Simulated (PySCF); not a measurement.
# Spinor energies of Ni²³⁺ (nickel, charge +23)

Start: [He] 2s2 2p1; 2p1/2 filled at m_j = +1/2. Calculated with PySCF 2.14 in an uncontracted even-tempered set (17 s from 6.6 bohr⁻², ratio 2.4; 11 p from 8.6 bohr⁻², ratio 2.4; 5 d from 29 bohr⁻², ratio 2.6; 4 f from 44 bohr⁻², ratio 2.6): generalised Hartree-Fock with the X2C-1e Hamiltonian and a Gaussian nucleus; one run each with spin-orbit coupling (SO) switched off, then screened by Boettger's factors.

```csv
spinor shell,electrons,"ε, spin-free (eV)","ε, screened SO (eV)",weight of nominal j (screened SO),"rms radius, screened SO (bohr)"
1s1/2,2,-9841.1,-9839.8,1.000,0.0619
2s1/2,2,-2184.9,-2184.5,1.000,0.245
2p1/2,1,-2120.6,-2134.8,1.000,0.211
```

| quantity | spin-free | screened SO |
| --- | --- | --- |
| E (hartree) | -1024.78425 | -1025.30792 |
| M_J | 1/2 | 1/2 |
| ⟨J²⟩ | 1.115 | 0.750 |
| ⟨L²⟩ | 2.000 | 2.000 |
| ⟨S²⟩ | 0.750 | 0.750 |

Each row is a mean over spinors that exchange with the open shell spreads, by up to 7.117 eV (2s1/2).

Without spin-orbit coupling the j labels of p, d and f shells carry no meaning; the spin-free column gives the mean over the occupied spinors of each nl shell, and its ⟨J²⟩ belongs to a mixture of degenerate components.
